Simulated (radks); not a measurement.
Results of a calculation; reference values are marked as such.
Isoelectronic series with 15 electrons, all held in the configuration [Ne] 3s2 3p3, which need not be the ground one along the series. Level of theory: scalar-relativistic Kohn-Sham, BLYP, spin-polarised, spherical densities, finite nucleus; open shells are filled with parallel spins first (spin-orbit coupling, left out, can overturn this in heavy ions); Fermi nuclear charge, rms radius of each element as measured or else 0.836 A^(1/3) + 0.57 fm (a radial shooting solver on a logarithmic mesh with Libxc functionals). Total energies (hartree) and orbital eigenvalues (hartree) (* marks an orbital that is empty in some or all of the ions):

ion,E (hartree),3p down*,3p up,3s down
P,-342.13386,-0.14479,-0.21891,-0.44865
Ar3+,-526.35732,-1.73867,-1.88513,-2.30690
Sc6+,-752.53715,-4.42371,-4.63633,-5.26183
Cr9+,-1020.86623,-8.14724,-8.42394,-9.26563
Co12+,-1331.66789,-12.89704,-13.23679,-14.31113
Zn15+,-1685.34687,-18.67089,-19.07311,-20.40177
As18+,-2082.37869,-25.47071,-25.93511,-27.54594
Kr21+,-2523.30947,-33.30073,-33.82714,-35.75533
Mo27+,-3539.40857,-52.07583,-52.72623,-55.42978
Rh30+,-4116.04089,-63.03610,-63.74862,-66.93113
Cd33+,-4739.50722,-75.05675,-75.83156,-79.57034
Sb36+,-5410.75960,-88.14792,-88.98523,-93.37219
Xe39+,-6130.84184,-102.3207,-103.2208,-108.3644
La42+,-6900.9179,-117.5873,-118.5505,-124.5780
